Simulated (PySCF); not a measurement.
## UHF on Ge⁻ (germanium, charge -1)

Configuration: [Ar] 3d10 4s2 4p3, high-spin 4S determinant. Calculation: PySCF 2.14, in x2c-QZVPPall with one added diffuse shell each of s, p, d, f type (12s9p6d5f1g, 113 functions); the spin-free X2C one-electron Hamiltonian (Gaussian nucleus).

| Quantity | Value |
| --- | --- |
| Total energy | -2097.147299 hartree |
| One-electron energy | -2930.7646 hartree |
| Hartree (Coulomb) energy | 912.3685 hartree |
| Exchange energy | -78.7512 hartree |
| ⟨S²⟩ | 3.7529 |
| ⟨L²⟩ | 0.000 |
| Sum of ⟨r⟩ | 28.60 bohr |
| Sum of ⟨r²⟩ | 64.75 bohr² |
| Langevin diamagnetic susceptibility | -51.3 ×10⁻⁶ cm³/mol |

| shell | electrons | mean orbital energy (hartree) | rms radius, mean of both spins (bohr) |
| --- | --- | --- | --- |
| 1s α | 1 | -410.59070 | 0.0542 |
| 1s β | 1 | -410.58666 | 0.0542 |
| 2s α | 1 | -53.18119 | 0.227 |
| 2s β | 1 | -53.18091 | 0.227 |
| 2p α | 3 | -46.27401 | 0.203 |
| 2p β | 3 | -46.27028 | 0.203 |
| 3s α | 1 | -7.15427 | 0.668 |
| 3s β | 1 | -7.14893 | 0.668 |
| 3p α | 3 | -4.96148 | 0.701 |
| 3p β | 3 | -4.95216 | 0.701 |
| 3d α | 5 | -1.34918 | 0.816 |
| 3d β | 5 | -1.34520 | 0.816 |
| 4s α | 1 | -0.42574 | 2.47 |
| 4s β | 1 | -0.24038 | 2.47 |
| 4p α | 3 | -0.05848 | 3.73 |

Densities and radii are taken from the X2C orbitals without a picture-change correction, which distorts them close to the nucleus.

Spin-orbit constants ζ (cm⁻¹) from the X2C one-electron operator on these orbitals: bare nucleus, nucleus screened by l(l+1)(2l+1)/3 electrons, and screened by the Breit-Pauli mean field of the electrons.

| shell | bare | screened nucleus | mean field |
| --- | --- | --- | --- |
| 2p | 177600 | 166500 | n/a |
| 3p | 23610 | 22130 | n/a |
| 3d | 2602 | 1789 | n/a |
| 4p | 673.9 | 631.8 | n/a |
